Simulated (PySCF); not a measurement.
A side-by-side comparison of computed properties.

First species: CH7PSi.
Bonds: C1–Si2, Si2–P3. Hydrogens: H4, H5, H6 on C1; H7, H8 on Si2; H9, H10 on P3.

Second species: C₅H₅OPS.
InChI=1S/C5H5OPS/c1-4(6)5-7-2-3-8-5/h2-3H,1H3

Levels: CAM-B3LYP/def2-SVPD for dipole moment, HOMO energy, LUMO energy, HOMO–LUMO gap, static isotropic polarisability and electronic spatial extent ⟨r²⟩ about the centre of nuclear charge; TDDFT CAM-B3LYP/def2-SVPD for lowest singlet excitation; TDA CAM-B3LYP/def2-SVPD for lowest triplet excitation (Tamm–Dancoff); GFN2-xTB for rotational constant A and rotational constant C. Geometries: GFN2-xTB. All species are isolated and taken at one optimised geometry, non-relativistic unless stated. Electronic properties by PySCF.

Dipoles, sizes and rotational constants follow the conformer. The torsions of the flexible species, by atom-mapped SMILES:
- `[CH3:1][SiH2:2][PH2:3]`: H–P3–Si2–C1 77°, H–P3–Si2–C1 170°
- `[CH3:1][C:2](=[O:3])[c:4]1[p:5][cH:6][cH:7][s:8]1`: C1–C2–C4–P5 177°

Values for the first species:

| Item | Value |
| --- | --- |
| Dipole moment | 0.91 D |
| HOMO energy | -8.63 eV |
| LUMO energy | 1.00 eV |
| HOMO–LUMO gap | 9.63 eV |
| Lowest singlet excitation | 6.59 eV |
| Lowest triplet excitation (Tamm–Dancoff) | 5.73 eV |
| Static isotropic polarisability | 68.0 au |
| Electronic spatial extent ⟨r²⟩ about the centre of nuclear charge | 460 bohr² |
| Rotational constant A | 13.563 GHz |
| Rotational constant C | 2.979 GHz |

Problem. Estimate the same properties for the second species, and the change in each.

Solution. 
| property | first | second | second less first |
| --- | --- | --- | --- |
| dipole moment | 0.91 D | 4.15 D | +3.24 D |
| HOMO energy | -8.63 eV | -8.37 eV | +0.26 eV |
| LUMO energy | 1.00 eV | -1.51 eV | -2.51 eV |
| HOMO–LUMO gap | 9.63 eV | 6.86 eV | -2.77 eV |
| lowest singlet excitation | 6.59 eV | 3.58 eV | -3.01 eV |
| lowest triplet excitation (Tamm–Dancoff) | 5.73 eV | 2.47 eV | -3.26 eV |
| static isotropic polarisability | 68.0 au | 102.2 au | +34.2 au |
| electronic spatial extent ⟨r²⟩ about the centre of nuclear charge | 460 bohr² | 1246 bohr² | +786 bohr² |
| rotational constant A | 13.563 GHz | 2.502 GHz | -11.061 GHz |
| rotational constant C | 2.979 GHz | 0.887 GHz | -2.092 GHz |

On the first: The vertical singlet–triplet gap S1 − T1 is 0.86 eV (TDDFT singlet less Tamm–Dancoff triplet). S1 lies 3.04 eV below the HOMO–LUMO gap.

On the second: No computed singlet falls in the visible range (750 to 380 nm, 1.65 to 3.26 eV); S1 lies 0.32 eV above its blue end. The principal polarisabilities are 63.9, 115.1 and 127.5 au; their mean is the isotropic value.
